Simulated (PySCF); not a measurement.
## ClF7: from structure and modes to constants

Method: PBE0 in PySCF with Cl def2-SVP, F def2-SVP; no relativity; density-fitted integrals.

The singlet minimum has D5h symmetry. Masses (u): Cl 34.96885, F 18.99840.

```xyz
8
charge 0 multiplicity 1, angstrom
Cl    0.0000    0.0000    0.0000
F     0.0000    0.0000    1.7673
F     0.9707    1.2644    0.0000
F    -1.3333    1.0236    0.5461
F    -0.9707   -1.2644    0.0000
F     1.3332   -1.0236    0.5462
F     0.8240   -0.6326   -1.4298
F    -0.8240    0.6326   -1.4298
```

Harmonic wavenumbers (cm⁻¹): 126.3 (e2'', ×2), 318.9 (e1', ×2), 382.1 (e1'', ×2), 389.7 (e2', ×2), 459.1 (a2'', ×1), 528.3 (a1', ×1), 560.0 (e1', ×2), 633.9 (a1', ×1), 641.1 (e1', ×2), 669.0 (e2', ×2), 926.9 (a2'', ×1).

(1) Find the principal moments of inertia and the rotational constants. What kind of rotor is it?

(2) What is the harmonic zero-point energy?

(3) Find the vibrational entropy and heat capacity at 298.15 K.

(4) Give the standard entropy (298.15 K, 1 bar) by its translational, rotational, vibrational and spin parts, and Cp.

## Answers

(1) About the centre of mass I = 244.91, 244.91, 296.71 u Å². With B = 16.8576/I this gives 0.06883, 0.06883, 0.05682 cm⁻¹. The molecule is an oblate symmetric top.

(2) Half the sum of all 18 wavenumbers, 8722/2 = 4361 cm⁻¹, which is 52.2 kJ/mol (1 cm⁻¹ = 0.0119627 kJ/mol).

(3) With u = 1.43878 ω/T, each mode gives S = R[u/(eᵘ−1) − ln(1−e⁻ᵘ)] and C = R u² eᵘ/(eᵘ−1)².
```json
{"ω (cm⁻¹)": "126.3 (×2)", "u": "0.610", "S (J/(mol K))": "12.56", "C (J/(mol K))": "8.06"}
{"ω (cm⁻¹)": "318.9 (×2)", "u": "1.539", "S (J/(mol K))": "5.51", "C (J/(mol K))": "6.85"}
{"ω (cm⁻¹)": "382.1 (×2)", "u": "1.844", "S (J/(mol K))": "4.31", "C (J/(mol K))": "6.31"}
{"ω (cm⁻¹)": "389.7 (×2)", "u": "1.881", "S (J/(mol K))": "4.19", "C (J/(mol K))": "6.24"}
{"ω (cm⁻¹)": "459.1", "u": "2.215", "S (J/(mol K))": "3.22", "C (J/(mol K))": "5.61"}
{"ω (cm⁻¹)": "528.3", "u": "2.550", "S (J/(mol K))": "2.47", "C (J/(mol K))": "4.97"}
{"ω (cm⁻¹)": "560.0 (×2)", "u": "2.702", "S (J/(mol K))": "2.19", "C (J/(mol K))": "4.68"}
{"ω (cm⁻¹)": "633.9", "u": "3.059", "S (J/(mol K))": "1.65", "C (J/(mol K))": "4.02"}
{"ω (cm⁻¹)": "641.1 (×2)", "u": "3.094", "S (J/(mol K))": "1.61", "C (J/(mol K))": "3.96"}
{"ω (cm⁻¹)": "669.0 (×2)", "u": "3.228", "S (J/(mol K))": "1.44", "C (J/(mol K))": "3.72"}
{"ω (cm⁻¹)": "926.9", "u": "4.473", "S (J/(mol K))": "0.52", "C (J/(mol K))": "1.94"}
```
The sums over all modes are S = 71.5 and C = 96.2 J/(mol K); the softest mode gives 18 % of the entropy (each member, where degenerate).

(4) Sackur–Tetrode with M = 167.96 u gives 172.8; rotation with symmetry number 10 gives 98.8; vibration 71.5; spin R ln 1 = 0.0. The total is 343.0 J/(mol K), and Cp = 4 R + 96.2 = 129.4 J/(mol K).
